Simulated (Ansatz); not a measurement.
Hg5H18Se5, relaxed as a singlet with RKS r2SCAN-D4/def2-SVP in Ansatz, starting from the GFN1-xTB geometry. Force threshold 0.03 eV/Å.

In the def2 sets Hg takes a core potential; there is no spin–orbit coupling. Single mean-field runs in def2-SVP are fitted with def2-universal-jkfit. In the singlet geometry the species has come apart into loosely held pieces.

Start:

Cartesian coordinates in Å:
```
Se 3.3535 1.4558 2.7215
Hg 2.0181 3.2174 0.6963
Se 0.2296 1.3933 -0.5045
Hg -1.3950 2.6404 -2.4446
Se -3.1536 0.3621 -3.2739
Hg 3.3506 -1.0219 4.2046
Se 1.4032 -1.7614 2.0481
Hg 0.8432 -1.1120 -0.7127
Se -1.7884 -2.3050 -0.8886
Hg -4.1710 -2.2866 -2.7126
H 4.7302 1.5671 2.3446
H 3.4925 2.4288 3.7620
H 1.0686 4.0113 1.7816
H 3.2499 3.2959 -0.3926
H -0.7283 1.2689 0.5583
H -2.5378 3.4076 -1.5425
H -0.4232 2.6682 -3.7726
H -4.3629 1.1025 -3.4687
H -2.8958 0.2852 -4.6801
H 2.3066 -0.7247 5.4362
H 4.6504 -1.8351 3.6135
H 0.1194 -1.7776 2.6862
H 1.4887 -3.1912 2.0134
H 1.8609 -1.9802 -1.6536
H -2.3216 -2.1928 0.4374
H -1.4986 -3.6995 -0.7315
H -3.5264 -3.2110 -3.9069
H -5.3630 -2.0053 -1.6180
```

```tsv
step	energy (eV)	largest force component (eV/Å)	SCF passes
1	-347886.7685	1.640	16
2	-347888.5189	1.088	23
3	-347889.1616	0.548	24
4	-347889.4516	0.305	19
5	-347889.5432	0.293	18
6	-347889.5450	0.337	18
7	-347889.5807	0.039	18
8	-347889.5843	0.099	18
9	-347889.5959	0.024	18
10	-347889.5979	0.373	18
11	-347889.6097	0.168	17
13	-347889.6256	0.271	18
15	-347889.6389	0.037	18
17	-347889.6526	0.203	18
19	-347889.6622	0.337	18
21 (rejected)	-347889.6802	0.231	18
23	-347889.6974	0.069	18
25	-347889.7125	0.279	18
27	-347889.7185	0.104	18
29	-347889.7448	0.151	18
31	-347889.7557	0.202	19
33	-347889.7649	0.035	17
35	-347889.7677	0.019	17
36	-347889.7685	0.027	17
```

Force components are those of the run's own axes.

End:

Cartesian coordinates in Å:
```
Se 2.7028 1.4691 2.3225
Hg 0.9859 4.1254 0.6527
Se 0.4313 0.8971 -0.4996
Hg -0.5869 3.4625 -2.5950
Se -2.7190 0.6254 -2.4555
Hg 3.6126 -1.0541 4.7399
Se 1.7318 -2.2098 2.0494
Hg 1.2708 -1.3652 -1.2160
Se -1.8411 -2.7489 -1.0333
Hg -4.7951 -2.3561 -2.8045
H 3.6274 1.1488 1.2251
H 3.8316 1.8437 3.1993
H -0.0762 4.0546 1.9212
H 2.0590 4.2511 -0.6114
H -0.5611 0.3589 0.4455
H -1.3523 4.2388 -1.3416
H 0.1801 2.7442 -3.8782
H -3.8054 0.6731 -3.4550
H -1.7423 0.2296 -3.4808
H 2.2163 -0.7516 5.5808
H 5.0428 -1.3553 3.9592
H 0.6192 -1.4418 2.6263
H 0.9935 -3.4780 2.2021
H 1.9273 -2.7370 -1.8175
H -2.4821 -1.9917 0.0511
H -1.6214 -3.9102 -0.1505
H -4.0660 -2.7381 -4.2421
H -5.5834 -1.9847 -1.3942
```

Bonds lost: Se1–Hg6, Hg2–Se3, Se3–Hg4, Se5–Hg10, Se7–Hg8, Hg8–Se9 (atoms count from 1). The end holds 9 separate pieces.

The force fell under the threshold at step 9, but the optimiser went on and released 0.173 eV more. No frequencies were taken in this run, so the end may be a saddle point.

Hardware: 2 threads of AMD EPYC 7R13 on a shared host and a share (18 GiB) of an NVIDIA H100 80GB HBM3. Wall time 2.7 min, peak host memory 1.9 GiB.
